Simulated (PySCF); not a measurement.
CuH, SMILES [CuH] (connectivity only; charge and spin as stated), charge +1, multiplicity 2. The structure is a stationary point at PBE-D3(BJ)/def2-TZVPD. The multiplicity is an assumed one; other spin states were not compared.

Level of theory: PBE-D3(BJ)/def2-TZVPD (PySCF).

Harmonic wavenumbers (cm⁻¹): 1653. Rotational constants (GHz): 222.5 (linear); symmetry number 1.

Question: Work out the zero-point energy and the ideal-gas rigid-rotor harmonic-oscillator thermochemistry at 298.15 K and 1 atm.

Answer: ZPE = ½ Σ hcν = ½ × 1653 cm⁻¹ = 2.36 kcal/mol. H − E(el) = 4.44 kcal/mol. Entropy in cal/(mol K): translation 38.41, rotation 8.60, vibration 0.01, spin 1.38, total 48.40. G − E(el) = -9.99 kcal/mol. Cp = 7.00 cal/(mol K).
